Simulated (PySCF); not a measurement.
# Field gradients at the hydrogen positions

C9H10.
Cartesian coordinates in Å at the GFN2-xTB level; atoms count from 1:
```xyz
19
C9H10 angstrom
C      1.0306   -1.9775    0.5973
C      0.2753   -0.9758    0.1269
C     -1.0757   -1.2682   -0.3367
C     -2.1680   -0.4881   -0.3243
C     -2.2790    0.8641    0.1366
C     -1.2694    1.7411    0.2971
C      0.1206    1.5271    0.0243
C      0.8161    0.3763   -0.0614
C      2.2894    0.4479   -0.3461
H      2.0374   -1.8375    0.9450
H      0.6318   -2.9732    0.6900
H     -1.1986   -2.2845   -0.6936
H     -3.0976   -0.9313   -0.6620
H     -3.2880    1.2109    0.3204
H     -1.5217    2.7500    0.6015
H      0.6886    2.4442   -0.0902
H      2.5597    1.4120   -0.7702
H      2.8567    0.3120    0.5749
H      2.5820   -0.3403   -1.0369
```

Level: PBE0/pcSseg-1 (PySCF, non-relativistic); Q(2H) = 0.00286 b; rigid geometry, the same for H and D, with no vibrational averaging.

Problem. Rank these positions by the coupling χzz of a deuteron there, largest first.
A. H12 (vinylic hydrogen)
B. H19 (methyl hydrogen)
C. H11 (vinylic hydrogen)

Solution. C (228 kHz), A (214 kHz), B (209 kHz).

Problem. What are Vzz, η and χzz (234.96 MHz × Q × Vzz) at all hydrogens?

Solution. 
```json
{"atom": "H10", "bonded to": "C1", "bond length (Å)": "1.074", "Vzz (au)": "0.3436", "η": "0.07", "χzz (kHz)": "231"}
{"atom": "H11", "bonded to": "C1", "bond length (Å)": "1.077", "Vzz (au)": "0.3390", "η": "0.08", "χzz (kHz)": "228"}
{"atom": "H12", "bonded to": "C3", "bond length (Å)": "1.084", "Vzz (au)": "0.3180", "η": "0.07", "χzz (kHz)": "214"}
{"atom": "H13", "bonded to": "C4", "bond length (Å)": "1.084", "Vzz (au)": "0.3189", "η": "0.08", "χzz (kHz)": "214"}
{"atom": "H14", "bonded to": "C5", "bond length (Å)": "1.083", "Vzz (au)": "0.3214", "η": "0.08", "χzz (kHz)": "216"}
{"atom": "H15", "bonded to": "C6", "bond length (Å)": "1.084", "Vzz (au)": "0.3194", "η": "0.08", "χzz (kHz)": "215"}
{"atom": "H16", "bonded to": "C7", "bond length (Å)": "1.085", "Vzz (au)": "0.3161", "η": "0.09", "χzz (kHz)": "212"}
{"atom": "H17", "bonded to": "C9", "bond length (Å)": "1.087", "Vzz (au)": "0.3141", "η": "0.04", "χzz (kHz)": "211"}
{"atom": "H18", "bonded to": "C9", "bond length (Å)": "1.090", "Vzz (au)": "0.3104", "η": "0.02", "χzz (kHz)": "209"}
{"atom": "H19", "bonded to": "C9", "bond length (Å)": "1.088", "Vzz (au)": "0.3110", "η": "0.02", "χzz (kHz)": "209"}
```

Problem. How does χzz go with the bond length over the 10 C–H bonds?

Solution. A straight-line fit has a slope of -15.0 kHz for each 0.01 Å, with a correlation coefficient of -0.98, over lengths from 1.074 to 1.090 Å. The longer bonds have the smaller couplings here.

Problem. A static deuteron (I = 1) shows a doublet split by (3/2)χ, (3/4)χ(1 + η) and (3/4)χ(1 − η) with the field along z, y and x of the gradient. What are these for H16?

Solution. With |χ| = 212.4 kHz and η = 0.094: 319, 174 and 144 kHz, to first order and without motion.

Geometry: GFN2-xTB; no solvent, vibrations or thermal averaging. GFN2-xTB bond lengths can be off by several hundredths of an ångström, more for odd bonds, and the gradients follow them. With a basis this small, the couplings can be 20 % off.

These values come from a run that also computed NMR shieldings. On one thread of an x86-64 server, shared host, this took 40 s wall.
